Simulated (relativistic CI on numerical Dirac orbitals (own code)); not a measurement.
Radial Dirac CI calculation of Hg³⁵⁺.

Command:

```sh
python run_levels.py task.json out
```

Input:

```
atom Hg  Z=80  charge=35  electrons=45
nucleus A=202  rms_radius_fm=5.4648
hamiltonian dirac-coulomb  breit=on  qed=on  c_scale=1
orbitals kli  potential=per-configuration
slater_scale 1
correlation none
mixing on
grid step=0.0125 r_max=4.1
scf mixing=0.4 start=green max_iterations=150 tolerance=2e-08 node_fill=0.05
configurations
  [Kr] 4d9
end
```

Output:

```
SCF 1: [Kr] 4d9
 iter      energy (Ha)   residual   last orbital (Ha)
    1    -18719.049258   7.27e+00    -99.29451
    2    -18903.340984   3.92e+00    -78.72698
    3    -18974.908036   2.21e-01    -59.17979
    4    -18975.172881   1.39e-01    -59.81267
    5    -18975.248436   3.66e-03    -59.07181
    6    -18975.248586   3.50e-04    -59.06314
    7    -18975.248601   4.21e-05    -59.05995
    8    -18975.248602   2.38e-06    -59.06018
    9    -18975.248602   1.56e-06    -59.06018
   10    -18975.248602   2.43e-09    -59.06017
orbital energies (Ha): 3p3/2 -155.0947  3d3/2 -139.0910  3d5/2 -135.6553  4s -75.8163  4p1/2 -71.5657  4p3/2 -66.8935  4d3/2 -60.0252  4d5/2 -59.0602
configuration averages (Ha): Dirac-Coulomb, Breit, QED
  4d9                         -18975.248602   22.485430   15.547350
levels: no., configuration, term, J, E (cm-1), weight
   1 4d9                    2D   5/2              0.0  1.00
   2 4d9                    2D   3/2         206023.4  1.00
lowest total energy -18937.591308 Ha
end: converged
```
